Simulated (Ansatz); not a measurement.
Gas-phase electronic energies from Ansatz, PBE0-D4/def2-TZVP geometries. CBS: MP2 limit from def2 TZ/QZ plus the TZ coupled-cluster correction, frozen cores. Functionals use def2-TZVPP. B3LYP here is the variant with VWN-RPA as its local correlation; programs differ in this. One conformer a species, not always the lowest.

Reaction (substitution at a C–C bond): `CC(C)N[SiH3]` + `B[Si](O)(O)F` → `B[Si](O)(F)OC` + `CCN[SiH3]`

CCSD(T)/CBS gives +16.0 kcal/mol.

Question: Another level gave +12.0 kcal/mol. Which?
A. B3LYP/def2-TZVPP
B. B2PLYP/def2-TZVPP
C. r2SCAN/def2-TZVPP
D. HF/def2-TZVPP

Answer: A. B3LYP 12.0, B2PLYP 13.8, r2SCAN 14.8, HF/def2-TZVPP 11.0 kcal/mol.

Largest T1 diagnostic among the species: 0.012.

In def2-TZVPP, CCSD(T) changes the Hartree–Fock value by +4.6 kcal/mol (the triples alone add +0.5 kcal/mol) and MP2 by +6.2 kcal/mol. The D4 term adds +1.2 kcal/mol with B3LYP and +0.6 kcal/mol with PBE0; it sums over pairs of atoms, weighted by their polarisabilities, and B3LYP, whose exchange is more repulsive, gets the larger term.

CCSD(T)/CBS has its own doubt, a few kJ/mol and more with outer-core shells, so smaller differences from it don't rank the levels.
